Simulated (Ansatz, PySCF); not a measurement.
Gas-phase reaction (SMILES): O[Si](F)(F)F [trifluoro(hydroxy)silane] + N (NH3) -> N[Si](F)(F)F + O (H2O); ammonia cleaves one Si-O bond, a model of a ligand-exchange step.

Each molecule is optimised on its own at B3LYP-D3(BJ)/def2-TZVP (Ansatz, an electronic-structure program), one conformer each, not searched for the lowest. Cores are frozen in the correlated levels unless marked. No spin-orbit coupling. No relativistic terms. Basis-set limits of correlation are two-point, X^-3; Hartree-Fock from the larger set. Thermal terms are rigid-rotor harmonic-oscillator values from B3LYP-D3(BJ) frequencies (Ansatz or PySCF) at 298.15 K and 1 atm. 1 Eh = 627.5095 kcal/mol.

```tsv
species	E, CCSD(T)/CBS(cc-pV(T+d)Z,cc-pV(Q+d)Z) (Ansatz) (Eh)	E, PBE/def2-TZVPD (Ansatz) (Eh)	H - E (Eh)
O[Si](F)(F)F	-664.49289	-664.78549	0.03005
N (NH3)	-56.50369	-56.51037	0.03799
N[Si](F)(F)F	-644.60700	-644.90119	0.04235
O (H2O)	-76.37426	-76.38111	0.02495
```

Problem. Work out ΔE and ΔH at 298.15 K at the first level, then ΔH at the second.

Solution. 
1. ΔE = [(-644.60700) + (-76.37426)] - [(-664.49289) + (-56.50369)] = 0.01532 Eh = 9.6 kcal/mol at CCSD(T)/CBS(cc-pV(T+d)Z,cc-pV(Q+d)Z).
2. The terms H - E add up to -0.00074 Eh, so ΔH = (0.01532 + (-0.00074))×627.5095 = 9.1 kcal/mol.
3. At PBE/def2-TZVPD the same steps give ΔE = 8.5 and ΔH = 8.0 kcal/mol, a shift of -1.1 from the first level.
4. These values are not checked against measurement here, since the tables used lack a sound gas-phase enthalpy of formation for at least one species.
